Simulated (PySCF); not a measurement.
A structure optimised at PBE-D3(BJ)/def2-SVP, used in a PySCF frequency run:

```xyz
10

Si     1.9150     0.5445     0.0782
Si     0.0739    -0.8125    -0.4082
Si    -1.8712     0.2540     0.3786
H      3.2606    -0.0246    -0.2943
H      1.7838     1.9506    -0.4493
H     -0.0608    -1.0846    -1.8891
H      0.2519    -2.1359     0.2910
H     -3.0980    -0.5630     0.0716
H     -2.0093     1.6016    -0.2786
H     -1.7756     0.4519     1.8677
```
Charge 0, spin multiplicity 2.

Problem. Write its SMILES and formula.

Solution. [SiH2][SiH2][SiH3], H7Si3

Problem. What are its rotational constants (standard atomic weights)?

Solution. 9.2115, 2.0835, 1.7856 GHz
